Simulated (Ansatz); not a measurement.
Cost and result up the ladder for In₂O₄H₂ (the lowest singlet isomer of a short search) (8 atoms). The state is a singlet with charge 0. Geometry: B3LYP-D4/def2-SVP.

```xyz
8

In   -0.4912   -0.7121   -1.2085
In    0.0642    0.9033    1.1767
O     1.0796   -0.5115    0.0949
O    -0.8520   -1.8077   -2.8301
O    -1.4994    0.6952   -0.1233
O     0.4477    2.0032    2.7901
H     1.3353    1.7975    3.1217
H    -0.0841   -2.3678   -3.0215
```

Ansatz on 4 threads of Intel Xeon on a shared host. Times are rough, and most runs start from the orbitals of an earlier one. ωB97M-V/def2-TZVPD serves as the yardstick here, not as an exact answer. Differences are given only for rows in sets of like size (and for xTB, whose basis is part of the method), since another set adds its own error. Binding counts from free atoms at the same level (In doublet, O triplet, H doublet; other spins of the atoms weren't run), without zero-point energy or a counterpoise term.

In the def2 sets In takes a core potential, while STO-3G treats all electrons; there is no spin–orbit coupling. LC-ωPBE has ω = 0.4 bohr⁻¹. Correlated methods freeze 12 core orbitals; core or outer-core shells of In are correlated, in sets that lack core-valence functions. The rows differ in basis, and correlated rows in double-zeta sets carry the largest basis error. The structure comes from a short search, and lower isomers may exist.

Correlated methods converge slowly with the basis, most of all in double-zeta sets.

```json
{"level": "PBE-D4/def2-SVP", "functions": "118", "wall time": "2.9 s"}
{"level": "HF/STO-3G", "functions": "76", "wall time": "3.2 s"}
{"level": "PBE0-D4/def2-SVP", "functions": "118", "wall time": "5.5 s"}
{"level": "PBE-D4/def2-TZVP", "functions": "236", "wall time": "6 s"}
{"level": "LC-ωPBE/def2-TZVP", "functions": "236", "wall time": "9 s"}
{"level": "PBE-D4/def2-TZVPD", "functions": "290", "wall time": "10 s"}
{"level": "r2SCAN-D4/def2-TZVP (with forces)", "functions": "236", "wall time": "11 s"}
{"level": "MP2/def2-TZVP", "functions": "236", "wall time": "12 s"}
{"level": "PBE0-D4/def2-TZVP", "functions": "236", "wall time": "13 s"}
{"level": "r2SCANh-D4/def2-TZVP", "functions": "236", "wall time": "14 s"}
{"level": "PBE0-D4/def2-TZVPD", "functions": "290", "wall time": "15 s"}
{"level": "ωB97M-V/def2-TZVP", "functions": "236", "wall time": "21 s"}
{"level": "CCSD(T)/def2-SVP", "functions": "118", "wall time": "31 s"}
{"level": "ωB97M-V/def2-TZVPD", "functions": "290", "wall time": "36 s"}
```

Estimate what each level gives for the binding energy per atom (eV).


```csv
level,binding energy per atom (eV),difference from ωB97M-V/def2-TZVPD (eV),remarks
PBE-D4/def2-SVP,3.37,–,–
HF/STO-3G,2.09,–,–
PBE0-D4/def2-SVP,3.13,–,–
PBE-D4/def2-TZVP,3.44,0.15,–
LC-ωPBE/def2-TZVP,3.30,0.01,–
PBE-D4/def2-TZVPD,3.44,0.15,–
r2SCAN-D4/def2-TZVP (with forces),3.32,0.04,–
MP2/def2-TZVP,3.38,0.09,–
PBE0-D4/def2-TZVP,3.21,-0.08,–
r2SCANh-D4/def2-TZVP,3.24,-0.05,–
PBE0-D4/def2-TZVPD,3.21,-0.07,–
ωB97M-V/def2-TZVP,3.28,-0.01,–
CCSD(T)/def2-SVP,2.97,–,large T1 (0.021)
ωB97M-V/def2-TZVPD,3.29,0.00,–
```
